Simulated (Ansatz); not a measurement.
SiH4Se, closed shell: a single point at a displaced guess of a reacting structure.

in.yaml

```yaml
crystal:
  periodic: [false, false, false]
  atoms:
    - {symbol: Si, position_ang: [1.067900, 0.200900, 0.061100]}
    - {symbol: H, position_ang: [0.247000, -0.912500, -0.451600]}
    - {symbol: Se, position_ang: [-1.569700, -0.718400, 0.321400]}
    - {symbol: H, position_ang: [0.873400, 1.538900, -0.476500]}
    - {symbol: H, position_ang: [1.514900, 0.068600, 1.408900]}
    - {symbol: H, position_ang: [-2.010100, -0.042400, -0.820800]}
basis:
  gaussian: {orbitals: def2-TZVPP}
hamiltonian: {xc: {name: LC-wPBE}}
output: {forces: true}
```

An equivalent command:

```bash
ansatz run in.yaml --threads 4 --pin off --events-out ev --progress --plain
```

What Ansatz 0.2.0 printed:

```
Functional definition: LC-wPBE
  name "LC-wPBE"
  cite "Vydrov & Scuseria, J. Chem. Phys. 125, 234109 (2006) doi:10.1063/1.2409292"
  cite "Heyd & Scuseria, J. Chem. Phys. 120, 7274 (2004) doi:10.1063/1.1668634"
  cite "Ernzerhof & Perdew, J. Chem. Phys. 109, 3313 (1998) doi:10.1063/1.476928"
  cite "Perdew, Burke & Ernzerhof, Phys. Rev. Lett. 77, 3865 (1996) doi:10.1103/PhysRevLett.77.3865"
  parent pbe
  parameter omega = 0.4/bohr
  exchange = pbe_x_sr(omega) + exact_x_lr(omega)
  correlation = pbe_c
911 factors; their error is unknown
279 factors; integrals over basis functions are off by at most 5.1e-5 eV
mean field evaluation 1: about -73278.0906 eV, gradient 1.4e1 eV
mean field evaluation 2: about -73278.6154 eV, gradient 8.1e0 eV
mean field evaluation 4: about -73278.8425 eV, gradient 1.1e0 eV
mean field evaluation 8: about -73278.8487 eV, gradient 4.6e-2 eV
mean field evaluation 16: about -73278.8031 eV, gradient 1.1e-4 eV
mean field -73278.80314439 eV, -2692.9463453996 hartree, gradient 5.5e-5 eV, S^2 0.000000; 0 other end points of the search recorded, 0 dependent functions left out
the calculation of the forces begins
reference -73278.80314440 eV, -2692.9463453998 hartree; 26, 26 occupied and 120, 120 virtual orbitals, 911 factors
Total energy: -73278.80314440 eV, -2692.9463453998 hartree
Atom 0 at     1.067900     0.200900     0.061100 Å, force    -1.818488    -0.520576    -0.451101 eV/Å
Atom 1 at     0.247000    -0.912500    -0.451600 Å, force     0.855797    -0.814225    -1.057549 eV/Å
Atom 2 at    -1.569700    -0.718400     0.321400 Å, force     0.977646    -0.033964     1.889292 eV/Å
Atom 3 at     0.873400     1.538900    -0.476500 Å, force     0.022779     0.421540    -0.002464 eV/Å
Atom 4 at     1.514900     0.068600     1.408900 Å, force     0.326125     0.131587     0.997008 eV/Å
Atom 5 at    -2.010100    -0.042400    -0.820800 Å, force    -0.363858     0.815639    -1.375186 eV/Å
Dipole moment:     0.506417     0.245265    -0.148446 e Å
```

The lines “mean field evaluation” count trial sets of orbitals through the whole run, from several starts and some on an approximate energy, so they need not fall steadily or lie above the final value.

The run took about 1.1 s on 4 CPU threads (shared host).
